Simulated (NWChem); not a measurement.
# C4H8O; SMILES CC1(O)CC1

```xyz
13

C      1.0655     1.1783    -0.0169
C     -0.0429     0.1583    -0.0067
O     -1.3241     0.7044    -0.0572
C      0.1236    -1.1325     0.7476
C      0.1008    -1.1199    -0.7611
H      0.9806     1.8224    -0.9058
H      2.0556     0.7000    -0.0250
H      1.0137     1.8231     0.8771
H     -1.4763     1.1634     0.7766
H      1.0715    -1.3311     1.2562
H     -0.7633    -1.5213     1.2550
H     -0.8030    -1.4898    -1.2512
H      1.0318    -1.3073    -1.3029
```
Atoms are numbered in this order, from 1.

Structure relaxed at the PBE0/def2-SVP level. No frequency run checked for a minimum.

Problem. List the 6 lowest vertical singlet excitations from B3LYP/6-31G* (spherical d), TDA (NWChem).

Solution. 
| state | energy (eV) | oscillator strength | leading excitation (squared amplitude) |
|---|---|---|---|
| S1 | 7.60 | 0.006 | HOMO → LUMO (0.97) |
| S2 | 8.46 | 0.033 | HOMO−1 → LUMO (0.81) |
| S3 | 8.62 | 0.011 | HOMO → LUMO+1 (0.79) |
| S4 | 8.87 | 0.017 | HOMO → LUMO+2 (0.90) |
| S5 | 9.33 | 0.032 | HOMO−1 → LUMO+1 (0.77) |
| S6 | 9.52 | 0.010 | HOMO−1 → LUMO+2 (0.71) |
